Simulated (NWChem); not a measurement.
System: C$_{2}$H$_{3}$B; SMILES C#CB

```xyz
6

B     -0.0045    -1.3955     0.0116
C     -0.0031     0.1130     0.0101
C     -0.0018     1.3340     0.0096
H     -0.0008     2.4100     0.0090
H      1.0402    -1.9998     0.0129
H     -1.0503    -1.9980     0.0110
```
Atoms are numbered in this order, from 1.

Program: NWChem. Geometry: optimised at PBE0/def2-SVP. Level: PBE0/def2-SVPD; the question gives the wavelength of the field.

Problem. Estimate the computed values for field static. Quantities: isotropic polarisability (bohr³); anisotropy (bohr³).

Solution. isotropic polarisability (bohr³): 38.7
anisotropy (bohr³): 30.6
